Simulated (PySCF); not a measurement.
# Reading the logs of faulty runs: Al2H5N2

These are calculations, not measurements. The program is PySCF 2.14.0, an open-source quantum chemistry code, run on an isolated molecule that a program drew, which may never have been made. The molecule is Al2H5N2 (charge 0, doublet), drawn as the SMILES string `[NH2][AlH][NH][AlH]`.

Each row is a Hartree-Fock (HF) and frozen-core CCSD(T) single point in the cc-pV(D+d)Z basis, meant for a local HF minimum. Run 1 is clean. Each other run has one planted mistake out of seven kinds, and not every kind appears here: one electron removed, one electron added, multiplicity raised by two, geometry at a saddle point, minimal basis STO-3G, one bond length entered in bohr, all coordinates scaled. The reference is restricted for singlets and unrestricted otherwise, and also for a bond in bohr. Adding or removing an electron swaps singlet and doublet. Electrons count all cores. HOMO and LUMO are orbital energies over both spins, the gradient is its largest component, and the lowest frequency (negative if imaginary) is given only where the gradient is small. Bond lengths are over the 8 bonds as drawn. T1 is the CCSD diagnostic: over 0.02 (restricted) or 0.045 (unrestricted) a single reference is doubtful.

Geometry of the clean run:
```xyz
9
Al2H5N2, angstrom
N    -2.7628    1.8827    0.7599
Al   -1.0000    1.8402    0.8570
N    -0.1074    0.2961    0.7247
Al    1.6435   -0.0672    0.7828
H    -3.3091    2.7208    0.8290
H    -3.3736    1.0981    0.6315
H    -0.2097    3.1881    1.0633
H    -0.6813   -0.5257    0.5935
H     2.0799   -1.5959    0.6258
```

| run | electrons | basis functions | <S^2> | HOMO (eV) | LUMO (eV) | gradient (hartree/bohr) | lowest frequency (cm^-1) | mean bond (Å) | longest bond (Å) | T1 | HF (hartree) | CCSD(T) (hartree) | mistake |
|---|---|---|---|---|---|---|---|---|---|---|---|---|---|
| 1 | 45 | 99 | 0.755 | -7.96 | 1.51 | 2.7e-05 | 76 | 1.4417 | 1.789 | 0.0155 | -595.72920 | -596.23526 | no fault |
| 2 | 44 | 99 | 0.000 | -13.93 | -6.65 | 5.8e-02 | - | 1.4417 | 1.789 | 0.0181 | -595.46041 | -595.96576 | one electron removed |
| 3 | 45 | 99 | 3.760 | -4.81 | -1.13 | 9.9e-02 | - | 1.4417 | 1.789 | 0.0194 | -595.58300 | -596.05236 | multiplicity raised by two |
| 4 | 45 | 99 | 1.501 | -8.02 | 1.45 | 2.1e-02 | - | 1.5532 | 1.894 | 0.0599 | -595.58539 | -596.08808 | one bond length entered in bohr |
| 5 | 45 | 99 | 0.754 | -7.83 | 1.66 | 2.9e-02 | - | 1.3955 | 1.732 | 0.0143 | -595.71959 | -596.22020 | ? |
| 6 | 46 | 99 | 0.000 | 0.07 | 6.81 | 5.1e-02 | - | 1.4417 | 1.789 | 0.0165 | -595.69794 | -596.23741 | ? |

**Which mistake was planted in run 5, and what did it cost?**

The mean and the longest bond both change by the same factor, 0.968, and the gradient is no longer small. So the mistake is: all coordinates scaled. Subtracting run 1 and multiplying by 627.51 kcal/mol a hartree, the energy moved by 6.0 kcal/mol in HF and 9.5 kcal/mol in CCSD(T).

**Which mistake was planted in run 6, and what did it cost?**

It counts 46 electrons, one more than the clean run, at the same geometry and basis. So the mistake is: one electron added. Subtracting run 1 and multiplying by 627.51 kcal/mol a hartree, the energy moved by 19.6 kcal/mol in HF and -1.3 kcal/mol in CCSD(T).

Cautions from the logs. Run 4: T1 is over the limit, so its CCSD(T) energy is less reliable; run 6: the HOMO is above zero, so the electron isn't bound and the energy depends on the basis.
